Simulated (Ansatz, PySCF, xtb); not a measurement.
Energy difference R1 + R2 → P1 + P2, each structure at its B3LYP-D3(BJ)/def2-TZVP stationary point, reached from a drawn start (curvature not checked).
R1, SiCl4 (SMILES Cl[Si](Cl)(Cl)Cl) (charge 0, multiplicity 1):
```xyz
5

Cl    -1.191    -1.215    -1.112
Si     0.000     0.000     0.000
Cl    -0.794     1.870     0.045
Cl     0.130    -0.727     1.894
Cl     1.855     0.071    -0.827
```
P1: Cl3FSi (SMILES F[Si](Cl)(Cl)Cl), charge 0, multiplicity 1.
P2: HCl (SMILES Cl), charge 0, multiplicity 1.
R2, HF (SMILES F) (charge 0, multiplicity 1, Z-matrix in Å and degrees):
```
F
H 1 0.9245
```

P less R. No zero-point or thermal terms.

Correlated levels freeze the cores.

The values were computed with Ansatz (a program for electronic structure); PySCF for the D3/D4 terms; xtb for the GFN methods. No computed number here is a measurement.

```csv
level,reaction energy (kcal/mol)
GFN1-xTB,-13.82
PBE-D4/def2-TZVPP,-9.85
BLYP-D4/def2-TZVPP,-11.85
r2SCAN-D3(BJ)/def2-TZVPP,-12.50
BHLYP/def2-TZVPP,-14.80
CAM-B3LYP-D4/def2-TZVPP,-13.94
wB97X-V/def2-TZVPP,-12.52
SCS-MP2/cc-pV(D+d)Z,___
CCSD/cc-pV(D+d)Z,___
```

Task: Fill in the missing entries.

Result: 
- SCS-MP2/cc-pV(D+d)Z, reaction energy (kcal/mol): -12.65
- CCSD/cc-pV(D+d)Z, reaction energy (kcal/mol): -12.72
